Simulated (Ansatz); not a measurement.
Reaction (SMILES): [Si](F)F (closed-shell singlet) → 2 F atom + Si atom
B3LYP-D3(BJ)/def2-TZVP geometries, fixed; electronic energies without zero-point terms.

Basis-set convergence of the atomisation energy at MP2 with Ansatz (a program for electronic structure). All functions are spherical. Cores are frozen. A restricted Hartree-Fock determinant is unstable towards unrestricted orbitals. Open shells are unrestricted. No added dispersion term, no relativity. Functions are those of the species that has most. Reference: Hartree-Fock in aug-cc-pV(5+d)Z plus the correlation part extrapolated as X^-3 from aug-cc-pV(Q+d)Z and aug-cc-pV(5+d)Z, 314.86 kcal/mol, itself unsure by roughly 0.55 kcal/mol (a third of the extrapolation step and of the last Hartree-Fock step). Deviations are taken from unrounded values.

| basis | functions |
|---|---|
| def2-SVP | 46 |
| def2-SVPD | 70 |
| def2-TZVP | 99 |
| def2-TZVPP | 104 |
| def2-TZVPD | 123 |
| def2-TZVPPD | 128 |
| def2-QZVPP | 184 |
| def2-QZVPPD | 208 |

Q: Which is the smallest def2 set listed that can be trusted to 2 kcal/mol here, that is, within that of the reference together with its larger relatives (same family, alike in diffuse functions; a set with none to test it counts only in the reference's own line)?

A: Of the sets listed that have larger relatives (same family, alike in diffuse functions), none stays within 2 kcal/mol of the reference together with them. Value minus reference: def2-SVP -34.82, def2-SVPD -27.31, def2-TZVP -12.52, def2-TZVPP -12.23, def2-TZVPD -11.35, def2-TZVPPD -11.08, def2-QZVPP -5.23, def2-QZVPPD -5.09 kcal/mol.
